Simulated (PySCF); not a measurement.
# Frontier orbitals and the lowest excitations

Species: C6H15PSi.
Cartesian coordinates in Å at the PBE0-D3(BJ)/def2-SVP level; atoms count from 1:
```
atom  x, y, z in Å
C1    -2.2587   -1.4694    0.0938
C2    -1.5889   -0.1692   -0.3238
C3    -0.0717   -0.2380   -0.2447
C4     0.5523   -0.4244    1.1505
P5     2.0261    0.6684    0.6892
Si6    3.3200   -0.8601   -0.3604
C7     0.7430    1.0104   -0.6793
C8     0.0755    2.3587   -0.4665
H9    -3.3554   -1.3952    0.0426
H10   -1.9492   -2.3043   -0.5546
H11   -1.9942   -1.7415    1.1281
H12   -1.8818    0.0881   -1.3568
H13   -1.9545    0.6559    0.3114
H14    0.2633   -1.0800   -0.8738
H15   -0.0231    0.0807    1.9443
H16    0.7478   -1.4562    1.4772
H17    2.5640   -1.8260   -1.2220
H18    4.0674   -1.6399    0.6744
H19    4.3054   -0.1335   -1.2193
H20    1.1216    0.9462   -1.7120
H21    0.7831    3.1767   -0.6680
H22   -0.7894    2.4878   -1.1374
H23   -0.2815    2.4840    0.5682
```

Computed, not measured: PySCF 2.14.0, density-fitted response routines, TDDFT CAM-B3LYP/def2-SVPD, vertical, gas phase, core orbitals frozen in the response.

Frontier orbitals with the atoms that hold most of them (Löwdin shares over 4%, at most four atoms; ? is withheld):

| orbital | ε (eV) | atoms |
| --- | --- | --- |
| LUMO+2 | 1.23 | Si6 37%, H17 9%, P5 7%, H18 6% |
| LUMO+1 | 1.15 | Si6 21%, P5 17%, C8 9%, H17 8% |
| LUMO | 1.04 | P5 28%, Si6 12%, C4 12%, C7 8% |
| HOMO | -7.75 | ? |
| HOMO-1 | -9.19 | ? |
| HOMO-2 | -9.77 | C4 23%, P5 20%, C7 19%, H20 6% |
| HOMO-3 | -10.40 | C2 14%, C3 14%, C4 13%, C7 9% |

Task: Which atoms hold the HOMO-1, and with what shares?

Result: P5 (bonded to 2 C and Si) 27%; Si6 (bonded to P and 3 H) 18%; C7 (bonded to 2 C, P and H) 13%; C4 (bonded to C, P and 2 H) 7%. By element: phosphorus 27%, carbon 20% or more, silicon 18%.

Task: Give the leading atoms of the HOMO.

Result: P5 (bonded to 2 C and Si) 56%; C7 (bonded to 2 C, P and H) 10%; Si6 (bonded to P and 3 H) 9%; C4 (bonded to C, P and 2 H) 9%. By element: phosphorus 56%, carbon 19% or more, silicon 9%.

Task: How does S1 compare with the orbital gap of 8.79 eV?

Result: S1 is at 5.30 eV (f = 0.022), 3.48 eV below the gap, made of HOMO→LUMO (83%). 

Task: One configuration dominates each of S1 and S2. Which, and how do the shares of the two leading atoms of either orbital change from the occupied to the empty one?

Result: 
- S1 (5.30 eV, f 0.022), HOMO→LUMO (83%): P5 56% → 28%, C7 10% → 8%, Si6 9% → 12%
- S2 (6.02 eV, f 0.124), HOMO→LUMO+1 (85%): P5 56% → 17%, C7 10% → at most 9%, Si6 9% → 21%

The run took 4.1 min of wall time (with the writing of density and orbital grids) on one thread of an Arm Neoverse V1, no GPU, on a shared host, and the process peaked at 1.4 GiB of memory.

One conformer stands for the species.

Without π bonds the low states are Rydberg-like; a valence basis with one diffuse set may place them up to an eV too high.
